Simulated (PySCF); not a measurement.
## Ru: ionisation energy

Ru [Kr] 4d7 5s1 (5F) → Ru+ [Kr] 4d7 (4F), as a difference of total energies. Computed with PySCF 2.14 in x2c-TZVPPall (8s6p6d2f1g, 79 functions), with scalar relativity by spin-free X2C-1e. Correlated levels: valence: [Kr] frozen. The calculations carry no spin-orbit coupling.

```tsv
method	ionisation energy (eV)
UHF	6.297
MP2 (valence)	7.084
SCS-MP2 (valence)	6.834
CCSD (valence)	7.032
CCSD(T) (valence)	7.090
```

Question: How much does correlation contribute at CCSD(T) (valence)?

Answer: 7.090 − (6.297) = 0.793 eV, measured against UHF.

Errors of the correlated levels include the incompleteness of this basis and the frozen core.

For comparison: 7.365 eV (measured; NIST levels, between the centres of gravity of the two terms).
